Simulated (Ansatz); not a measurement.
## Energy profile

The step: GeH₄ + H₂O + HF → GeH₃F ([F][GeH3]) + H₂O + H₂; bonds formed: Ge1–F7, H2–H8, H6–O9; bonds broken: Ge1–H2, H6–F7, H8–O9 (atoms numbered as in the saddle structure below).

| atom | x (Å) | y (Å) | z (Å) |
| --- | --- | --- | --- |
| Ge1 | -0.4524 | -1.0267 | -0.7854 |
| H2 | 1.0255 | -0.1852 | -0.2536 |
| H3 | 0.6653 | -1.8060 | -1.5645 |
| H4 | -1.0395 | -2.0664 | 0.1740 |
| H5 | -1.3155 | -0.4195 | -1.8985 |
| H6 | -0.2708 | 1.1009 | 1.1169 |
| F7 | -1.2270 | 0.3692 | 0.3901 |
| H8 | 1.0137 | 0.4753 | 0.4262 |
| O9 | 0.7086 | 1.3316 | 1.3500 |
| H10 | 0.8920 | 2.2267 | 1.0448 |

Electronic energies by CCSD(T) at an estimated basis limit (MP2 extrapolated from triple and quadruple zeta, plus CCSD(T) − MP2 in triple zeta), on PBE0-D4/def2-TZVP structures; GeH₇OF, closed shell; no counterpoise correction. Computed with Ansatz 0.2.0 (basis: def2-TZVPP and def2-QZVPP); correlated methods freeze the cores. Filled d shells of the heavier atoms are correlated. The def2 sets are not built for correlating such inner shells, so the correlated values are less sure here. Extrapolation: Hartree–Fock as exp(−7.88 √X), correlation as X^−2.97.

Problem. Give the profile in kJ/mol, counted from the separated reactants. (To be estimated.)

Solution. The calculation gives:
```
                                                                                                                   point  kJ/mol
                      separated: GeH₄ (Ge1, H2, H3, H4, H5; singlet) + HF (H6, F7; singlet) + H₂O (H8, O9, H10; singlet)     0.0
                                                                                                         start structure   -43.4
                                                                                                                  saddle   148.8
                                                                                                           end structure   -50.5
separated: GeH₃F (linked as [F][GeH3]; Ge1, H3, H4, H5, F7; singlet) + H₂ (H2, H8; singlet) + H₂O (H6, O9, H10; singlet)   -28.1
```

The T1 diagnostic stays at or below 0.013. The end structure is not quite a true minimum (one mode of 47i cm⁻¹).

For scale, one of the runs: CCSD(T)/def2-TZVPP, 208 basis functions, launched by `ansatz run in.yaml --threads 4 --pin off --events-out ev --progress --plain --max-ram 9574MiB`. Hardware: 4 CPU threads of an Arm Neoverse V2, shared host. Wall time 72 s; peak host memory 3 GiB.
